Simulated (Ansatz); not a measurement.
The cluster Sn4H7⁻. The state is a singlet with charge -1. Geometry PBE-D4/def2-SVPD; atoms count from 1.

```xyz
11

Sn    0.2758   -0.7974   -0.3021
Sn   -2.9197   -0.5397    0.0549
Sn   -0.7555    1.3268    1.3933
Sn    2.2628    0.5409    1.8589
H    -3.0429    0.6900   -1.2653
H     2.4066   -0.6895    0.4428
H     0.8445   -0.7140   -1.9492
H    -0.4540    2.3203   -0.0822
H    -1.7486   -1.5147   -1.0480
H     2.7096    1.8412    0.6847
H     0.4213   -2.4640    0.2123
```

In the def2 sets Sn takes a core potential; there is no spin–orbit coupling. Another isomer (singlet) lies 0.96 eV lower at PBE0-D4/def2-TZVPD; other spin states weren't run for this one.

Q: Estimate the Mulliken populations from the PBE0/def2-TZVPD orbitals of Ansatz.

A: 
| atom | charge (e) |
| --- | --- |
| Sn1 | 0.09 |
| Sn2 | -0.27 |
| Sn3 | -0.20 |
| Sn4 | -0.27 |
| H5 | -0.06 |
| H6 | -0.05 |
| H7 | -0.05 |
| H8 | -0.04 |
| H9 | -0.06 |
| H10 | -0.06 |
| H11 | -0.04 |
Mulliken values depend strongly on the basis. With diffuse functions, as here, like atoms can get unlike values, and bond orders can come out too low or too high.

Q: And the Mayer bond orders between heavy atoms (over 0.3)?

A: Sn1–Sn2 0.35 (3.23 Å); Sn1–Sn3 0.71 (2.91 Å); Sn1–Sn4 0.35 (3.23 Å); Sn2–Sn3 0.52 (3.16 Å); Sn3–Sn4 0.53 (3.15 Å).
